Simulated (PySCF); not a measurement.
## Ba(28+): ionisation energy

Ba(28+) [Ar] 3d10 (1S) → Ba(29+) [Ar] 3d9 (2D), as a difference of total energies. All numbers are calculated (PySCF 2.14, the non-relativistic Hamiltonian (point nucleus), in an uncontracted even-tempered set (17 s from 3.9 bohr⁻², ratio 2.5; 11 p from 5 bohr⁻², ratio 2.5; 8 d from 5 bohr⁻², ratio 2.5; 4 f from 24 bohr⁻², ratio 2.7; 3 g from 36 bohr⁻², ratio 2.7)). Correlated levels: outer shells: [Ne] frozen; virtual orbitals above 40 to 60 times the deepest correlated orbital energy dropped. The calculations carry no spin-orbit coupling.

| method | ionisation energy (eV) |
| --- | --- |
| UHF | 1705.6 |
| LDA | 1705.1 |
| PBE | 1704.3 |
| PBE0 | 1705.2 |
| r2SCAN | 1705.4 |
| BLYP | 1703.9 |
| M06-L | 1706.7 |
| MP2 (outer shells) | 1707.2 |
| SCS-MP2 (outer shells) | 1706.9 |

A first-order spin-orbit estimate (lowest level to lowest level, LS coupling) adds -6.375 eV.

All relativistic terms are absent from these numbers, so their closeness to the reference says little about the methods.

For comparison: 1695 ± 4 eV (theoretical estimate listed by NIST; NIST Atomic Spectra Database, ionization energies).
